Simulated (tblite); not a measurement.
C5H14O2Si, triplet, at the geometry of the source list (a higher spin typed on purpose: for a closed-shell molecule this is an excited state); GFN1-xTB run with tblite.

tblite was given this input:
```
$ tblite run mol.xyz --method gfn1 --charge 0 --spin 2 --json tblite.json --no-restart

# file mol.xyz
22

Si     0.11410000    -1.27110000     0.50470000
C     -0.59030000    -2.58580000    -0.65970000
O     -0.95820000    -0.16870000     1.03870000
C     -1.83750000     0.67410000     0.34030000
C     -2.57130000     1.56900000     1.32830000
O      1.31760000    -0.64410000    -0.39320000
C      2.16800000     0.42670000    -0.07950000
C      2.77500000     0.98860000    -1.35690000
H      0.54220000    -1.74380000     1.81620000
H     -1.03660000    -2.14790000    -1.54910000
H     -1.35960000    -3.15830000    -0.15160000
H      0.17610000    -3.27950000    -0.98620000
H     -1.27550000     1.28440000    -0.37840000
H     -2.55630000     0.06520000    -0.22170000
H     -3.13070000     0.95880000     2.03200000
H     -3.25690000     2.22570000     0.79980000
H     -1.85810000     2.17080000     1.88540000
H      1.61060000     1.20570000     0.45480000
H      2.95980000     0.06340000     0.58700000
H      1.99550000     1.39580000    -1.99650000
H      3.48620000     1.77480000    -1.11720000
H      3.28590000     0.19600000    -1.89740000
```

It wrote (shortened):

```
xTB calculator
 | screened Coulomb repulsion
 | Coulomb electrostatics
 |  * isotropic Klopman-Ohno-Mataga-Nishimoto electrostatics
 |  * onsite third-order electrostatics
 | DFT-D3(BJ) dispersion correction

halogen bonding energy    0.0000000000000E+00 Eh
repulsion energy          3.1423714220368E-01 Eh
dispersion energy        -8.3212912895738E-03 Eh
number of electrons       5.0000000000000E+01 e
integral cutoff           2.8146159136829E+01 bohr

------------------------------------------------------------
  cycle        total energy    energy error   density error
------------------------------------------------------------
      1     -29.03042275828  -2.9336339E+01   5.7000947E-01
      2     -29.23609606560  -2.0567331E-01   3.2450544E-01
      3     -29.18451575765   5.1580308E-02   1.0053635E-01
      4     -29.04640892710   1.3810683E-01   1.2271771E-01
      5     -29.23002877729  -1.8361985E-01   3.6560639E-02
      6     -29.24000073104  -9.9719538E-03   1.8930483E-02
      7     -29.24136724652  -1.3665155E-03   1.5311300E-02
      8     -29.24189031492  -5.2306840E-04   8.8800898E-03
      9     -29.24200906200  -1.1874708E-04   5.6478581E-03
     10     -29.24205686525  -4.7803252E-05   3.2140372E-03
     11     -29.24207639488  -1.9529631E-05   8.4947298E-04
     12     -29.24207744889  -1.0540077E-06   1.7253422E-04
     13     -29.24207767686  -2.2797252E-07   4.5061184E-05
     14     -29.24207768213  -5.2660880E-09   1.9008306E-05
------------------------------------------------------------

electronic energy        -2.9547993533045E+01 Eh
total energy             -2.9242077682131E+01 Eh

Post processing:
 | Mayer-Wiberg bond orders

[Info] JSON dump of results written to 'tblite.json'
```
